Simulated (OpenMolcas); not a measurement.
Ti2+ in a ligand field

Ti2+ with 6 ligands (chloride) in octahedral coordination (Oh) at 2.62 Å. A charge of +0.667 e stands 2.4 Å behind each ligand. Ligand basis ANO-RCC-VDZP.

```
Program             : OpenMolcas
Method              : SS-CASPT2, IPEA 0.25 Eh, imaginary shift 0.1 Eh (closed shells correlated: 3s 3p and the ligand valence shells)
Basis               : ANO-RCC-VDZP [5s4p2d1f]
Scalar Hamiltonian  : DKH2, point nucleus
Active space        : 2 electrons in 5 orbitals (3d)
State averaging     : 2S+1 = 3 even, 10 roots; 2S+1 = 1 even, 15 roots
Spin-orbit coupling : RASSI with atomic mean-field integrals over the reference wave functions
```

The lowest spin-free states (labels of O, the rotations of Oh), above the lowest:

| State | Degeneracy | E (cm-1) | Free-ion L (%) |
| --- | --- | --- | --- |
| 3T1 | 3 | 0 | F (97) |
| 3T2 | 3 | 5380 | F (100) |
| 1T2 | 3 | 8570 | D (81) |
| 1E | 2 | 9670 | D (62) |
| 3A2 | 1 | 11920 | F (100) |
| 3T1 | 3 | 14450 | P (97) |
| 1T2 | 3 | 16630 | G (81) |
| 1A1 | 1 | 17100 | G (93) |
| 1T1 | 3 | 18970 | G (100) |
| 1E | 2 | 22660 | G (62) |
| 1A1 | 1 | 36100 | S (93) |

The lowest levels with spin-orbit coupling:

```tsv
E (cm-1)	Degeneracy	Label	2S+1
0	2	E	3
5	3	T2	3
180	3	T1	3
270	1	A1	3
5420	1	A2	3
5440	3	T2	3
5510	3	T1	3
5520	2	E	3
8660	3	T2	1
9760	2	E	1
12020	3	T2	3
14430	1	A1	3
14490	3	T1	3
14610	3	T2	3
14610	2	E	3
16730	3	T2	1
17200	1	A1	1
19070	3	T1	1
22760	2	E	1
36200	1	A1	1
```

Powder χT (cm3 K/mol): 0.0412 at 2 K, 0.115 at 10 K, 0.345 at 50 K, 0.606 at 100 K, 0.944 at 200 K, 1.12 at 300 K. The effective moment at 300 K is 2.828 √(χT) = 2.99 μB.

The lowest level has 2S+1 = 3, for which the spin-only value is χT = S(S+1) / 2 = 1.000 cm3 K/mol (g = 2). The computed 1.120 at 300 K differs by +0.120, through orbital momentum, spin-orbit coupling and any other state in reach. With a threefold ground state the orbital momentum is unquenched, so the spin-only value is not expected to hold.

Roots that are degenerate in the reference are averaged as groups; the widest CASPT2 spread within a group is 470 cm-1 (the 3-fold group of multiplicity 3 near 5380 cm-1 above the lowest state of its run). Shifts and gaps below about the spread of the groups concerned are not significant. Over all roots computed the reference weight is 0.67 to 0.68; a low but even weight reflects the number of correlated electrons. An orbital triplet at a regular site is open to Jahn-Teller coupling, which can distort the site and quench the lowest spin-orbit gaps and is left out. Ligand-to-metal charge-transfer states are missing. These CASPT2 states fit no ligand-field parameters well, so their order and spin gaps are uncertain. With no ligand orbital active B as a rule stays too high, so bands that hang on it stand too high and its fall with covalency is understated. With one d shell and no ligand orbital active, 10Dq can be off by tens of per cent for divalent 3d ions, low with halides held by bare charges and at times high in hosts. Free-ion shares, where given, are those of the reference states; single-state CASPT2 does not remix them. No measured value stands beside these numbers; the geometry was imposed, not optimised, and the real ion may take another.
